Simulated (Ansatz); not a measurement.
System: C3H8BS, charge 0, multiplicity 2. It need not be the lowest isomer of its formula. SMILES: [CH2]B(C)SC
Structure (B3LYP-D3(BJ)/def2-TZVP (Ansatz, a first-principles code) minimum search):
```
B
C 1 1.5183
H 2 1.0852 1 123.52
H 2 1.0855 3 114.24 1 180.00
C 1 1.5742 2 124.02 3 180.00
H 5 1.0913 1 112.24 2 0.00
H 5 1.0946 6 107.61 1 123.16
H 5 1.0946 6 107.61 7 113.68
S 1 1.8057 2 113.74 3 0.00
C 9 1.8192 1 105.41 2 -180.00
H 10 1.0878 9 107.49 1 180.00
H 10 1.0882 11 109.26 9 120.11
H 10 1.0882 11 109.26 12 119.79
```
Charge 0, spin multiplicity 2.

Parts of the frozen-core correlation energy in 6-31G (Ansatz, hartree). Frozen orbitals: 9; correlated occupied orbitals by spin: 15 and 14; virtual: 41 and 42. UHF or UKS for open shells. Spin-orbit coupling is left out. Non-relativistic.

```tsv
term	value
reference (HF)	-540.37556
MP2 opposite-spin	___
MP2 same-spin	___
CCSD correlation	___
(T)	-0.01019
T1 diagnostic	0.018
largest doubles amplitude	0.043
<S^2> of the reference	0.760
```

Question: What belongs in the gaps?

Answer: 
- MP2 opposite-spin, value: -0.28278
- MP2 same-spin, value: -0.07611
- CCSD correlation, value: -0.41682
